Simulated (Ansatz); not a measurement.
`F[B@H-]1[F+][B@H-](F)[F+]1`, relaxed with RKS PBE0-D4/def2-TZVP in Ansatz 0.2.0 from a GFN2-xTB geometry. The force threshold is 0.005 eV/Å; the program also tests the step.

Charge 0, multiplicity 1.

Start:

```xyz
8

F     1.387   -1.499    0.285
B     0.409   -0.950   -0.407
F    -0.701   -0.542    0.560
B    -0.409    0.949    0.407
F    -1.387    1.500   -0.284
F     0.701    0.544   -0.561
H     0.013   -1.449   -1.388
H    -0.012    1.448    1.389
```

```
step  energy (eV)  largest force (eV/Å)  largest move (Å)
   1  -12251.3093                 0.468             0.000
   2  -12251.3348                 0.258             0.017
   3  -12251.3410                 0.095             0.012
   4  -12251.3413                 0.017             0.002
   5  -12251.3413                 0.005             0.001
   6  -12251.3413                 0.001             0.000
```

End:

```xyz
8

F     1.407   -1.518    0.291
B     0.428   -0.958   -0.392
F    -0.711   -0.550    0.568
B    -0.428    0.958    0.392
F    -1.407    1.518   -0.291
F     0.711    0.550   -0.568
H    -0.001   -1.435   -1.391
H     0.001    1.435    1.391
```

Hardware: 4 threads of an Arm Neoverse V1 on a shared host. Wall time 15 s, peak host memory 0.41 GiB.
